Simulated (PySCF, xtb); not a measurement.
BrF2H2NSn, SMILES [NH2][Sn]([F])([F])[Br].

xtb 6.7.1 with GFN2-xTB at its own geometry gives an orbital gap of 2.55 eV and a dipole moment of 4.55 D.

Coordinates come from a PBE0-D3(BJ)/def2-SVP optimisation. The geometry has at least one imaginary mode, so it is a saddle point at that level. The structure was generated by enumeration; whether it is a known compound was not checked. The def2 effective core potentials stand for the cores of Sn; spin–orbit coupling is left out. The values are those of a single conformer.

What does PBE/def2-TZVP in PySCF give? (An estimate is asked for; the answer gives what the named calculation found.)

gap 3.72 eV (levels -7.32 and -3.60 eV), dipole 2.60 D.
